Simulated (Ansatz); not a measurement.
C$_{2}$H$_{7}$InO$_{2}$S, SMILES `C[O][In]([SH])[O]C`, charge 0, multiplicity 1.

(1) Give a relaxed structure at PBE0-D4/def2-TZVP (the Gaussian-basis code of Ansatz). (An estimate is asked.)

## Answers

(1) Ansatz gave: 
Z-matrix (Å, degrees):
```
C
O 1 1.409
H 1 1.095 2 108.1
H 1 1.097 2 113.4 3 -119.5
H 1 1.097 2 111.7 3 118.5
In 2 1.966 1 121.1 3 159.9
O 6 1.982 2 114.0 1 -4.8
S 6 2.362 2 123.3 1 176.5
C 7 1.402 6 122.0 2 -178.6
H 8 1.345 6 92.0 2 179.1
H 9 1.095 7 108.4 6 177.3
H 9 1.099 7 113.0 6 58.5
H 9 1.099 7 112.8 6 -64.0
```
This is one stationary point; other conformers may exist.
